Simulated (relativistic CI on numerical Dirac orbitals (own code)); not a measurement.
Er65+: sensitivity of the levels to the model

Base calculation: Dirac-Coulomb-Breit CI, separate exchange-only KLI orbitals for each configuration, a model potential for QED, unscaled Slater integrals.

CI space (outside the closed core 1s2): 2s, 2p, 3s, 3p, 3d, 4s, 4p, 4d, 4f, 5s, 5p, 5d, 5f, 5g, 6s, 6p, 6d. Levels of other configurations are missing.

Variants: (1) non-relativistic limit. Shifts of the energy above 2s 2S_1/2, in eV, for the lowest level and the first level of each name with at least 55 % of one term (blank where a level changes its place among those of its configuration and J or its character, or is not in the variant):

| Level | Base | Δ(1) |
| --- | --- | --- |
| 2s 2S_1/2 | 0.0 | 0.0 |
| 2p 2P°_1/2 | 169.0 | -41.7 |
| 2p 2P°_3/2 | 1196.3 | -1069.0 |
| 3s 2S_1/2 | 9192.4 | -830.8 |
| 3p 2P°_1/2 | 9238.4 | -841.0 |
| 3p 2P°_3/2 | 9544.4 | -1147.1 |
| 3d 2D_3/2 | 9556.3 | -1143.9 |
| 3d 2D_5/2 | 9644.9 | -1232.5 |
| 4s 2S_1/2 | 12347.6 | -1074.9 |
| 4p 2P°_1/2 | 12366.2 | -1078.8 |
| 4p 2P°_3/2 | 12494.6 | -1207.2 |
| 4d 2D_3/2 | 12499.7 | -1206.0 |
| 4d 2D_5/2 | 12537.2 | -1243.5 |
| 4f 2F°_5/2 | 12537.4 | -1243.3 |

At this charge energies of transitions that change n are usually good to better than 1 %, and those within a shell (Δn = 0) to a few per cent.

Ionisation energy from the two ground configurations alone: base 16273.3 eV. The NIST ASD value (theoretical) is 16274.6 eV.
